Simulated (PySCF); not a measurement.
## Stationary points of Sr₂H₄

Level of theory: PBE0/[Sr def2-TZVP with ECP28, H def2-TZVP], scalar-relativistic core potentials, density fitting, no spin–orbit coupling, PySCF.

Relaxations began from a few typed shapes. The search is not exhaustive: other isomers or separated fragments can lie lower, and high-lying points may rest on an excited occupation.

Problem. Which is the lowest minimum found?
A. singlet D4h: Sr–H 2.313 Å (×8); H–Sr–H 65.9° (×8), H–Sr–H 100.5° (×4), Sr–H–Sr 79.5° (×4)
B. singlet D2h: Sr–H 2.194 Å (×2), Sr–H 2.371 Å (×4); H–Sr–H 75.6° (×2), H–Sr–H 142.2° (×4), Sr–H–Sr 104.4° (×2)
C. singlet C2h: Sr–H 2.170 Å (×2), Sr–H 2.335 Å (×4); H–Sr–H 74.2° (×2), H–Sr–H 124.2° (×4), Sr–H–Sr 105.8° (×2)

Solution. C. The others lie at 8.3 (singlet D2h, a saddle point), 22.3 (singlet D4h) kJ/mol above it.
